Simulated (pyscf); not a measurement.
Single points on ωB97X-D3(BJ)/def2-SVP structures (PySCF, gas phase).

Q: For the elementary gas-phase step `[SiH3][Te][Sb]([Cl])[Cl]` → `[SiH3][Cl]` + `[Cl][Sb]=[Te]` (singlet surface; Cl–Sb, Si–Te broken, Cl–Si formed), what barrier and reaction energy does ωB97M-D3(BJ)/def2-TZVP give, measured from the reactant's lowest minimum found?

A: ΔE‡ = 1.39 eV, ΔE = +0.75 eV. Zero-point energy shifts the barrier by 0.00 eV. It is an elimination, with an imaginary mode of 273i cm⁻¹. On the product side the descent ends in a complex, 0.29 eV under the separated species and 0.58 eV under the saddle at ωB97X-D3(BJ)/def2-TZVP. One saddle was located; it need not be the lowest between these sides. Elements past Kr carry the def2 core potentials, without spin-orbit coupling.
